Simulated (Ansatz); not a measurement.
Stretching the Ge1–S2 bond in GeS (multiplicity 1 held). Energies count from the point at 2.028 Å.


R- and RO- levels are restricted; in cc, def2 and unpolarised 6-31G sets they are followed outwards from rest. U- levels take the lowest unrestricted solution at each point, which mixes spins at long bonds. Curves can end on different states.

Cores are frozen in the correlated methods. Filled d and f shells under p-block atoms count as core.

Run with Ansatz (Gaussian orbitals). Values without a source in brackets are computed.

**Question.** One of these levels gives 305.4 kJ/mol for the energy at R = 8.114 Å. Which?
A) U-CCSD/def2-SVP
B) R-HF/def2-SVP
C) U-HF/def2-SVP

**Answer.** C, U-HF/def2-SVP. The others give 689.7 (R-HF/def2-SVP), 469.0 (U-CCSD/def2-SVP)

Doubts at one or more of the structures used: a restricted determinant that unrestricted orbitals would lower (R-HF/def2-SVP); a spin-contaminated determinant (U-HF/def2-SVP, U-CCSD/def2-SVP).

Ansatz is an electronic-structure program.
